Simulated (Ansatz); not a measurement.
Relaxation of CH₆IOPSi (11 atoms, charge 0, multiplicity 1), to a largest force component of 0.015 eV/Å in at most 40 steps.

Theory: Ansatz 0.2.0, RKS PBE0/def2-SVP.

```xyz
11
Properties=species:S:1:pos:R:3:forces:R:3
C -0.946 1.183 -0.205 -1.32 3.32 -0.61
Si 0.396 0.044 -0.003 1.32 -0.74 -0.15
O 0.710 -0.830 -1.380 -0.05 -0.04 0.11
P 0.009 -1.397 1.589 -2.00 -1.34 0.03
I 2.431 1.264 0.571 0.48 0.39 0.00
H -0.784 1.969 -1.011 0.16 -0.80 0.63
H -1.166 1.795 0.704 0.24 -0.46 -0.25
H -1.880 0.725 -0.496 -0.62 -0.66 -0.10
H 1.245 -0.350 -2.016 0.11 0.00 -0.27
H 0.940 -1.015 2.504 1.06 0.58 0.94
H -1.107 -0.685 2.210 0.61 -0.24 -0.33
```

Task: Where does it end, and by what steps?

Result: It converged. After 17 steps the energy has fallen by 0.397 eV; H11 moved furthest, 0.92 Å.

```
step  energy less start (eV)  largest force component (eV/Å)  accepted
   0                  0.0000                           3.315       yes
   1                 -0.2489                           1.413       yes
   2                 -0.2586                           0.736       yes
   3                 -0.3235                           0.241       yes
   4                 -0.3299                           0.185       yes
   5                 -0.3396                           0.094       yes
   6                 -0.3568                           0.130       yes
   7                 -0.3549                           0.653        no
   8                 -0.3674                           0.099       yes
   9                 -0.3759                           0.139       yes
  10                 -0.3824                           0.355       yes
  11                 -0.3921                           0.167       yes
  12                 -0.3215                           0.730        no
  13                 -0.3965                           0.094       yes
  14                 -0.3971                           0.049       yes
  15                 -0.3974                           0.034       yes
  16                 -0.3974                           0.021       yes
  17                 -0.3974                           0.007       yes
```

```xyz
11
Properties=species:S:1:pos:R:3
C -1.066 1.277 -0.352
Si 0.319 0.106 0.087
O 0.797 -0.846 -1.189
P -0.341 -1.351 1.670
I 2.257 1.508 0.764
H -0.760 1.969 -1.151
H -1.365 1.877 0.522
H -1.938 0.701 -0.700
H 1.345 -0.433 -1.863
H 0.988 -1.759 1.994
H -0.389 -0.347 2.685
```

The run took 70 s on 2 threads of Intel(R) Xeon(R) Platinum 8488C (Sapphire Rapids), with other jobs on the host, peak memory 0.34 GiB.
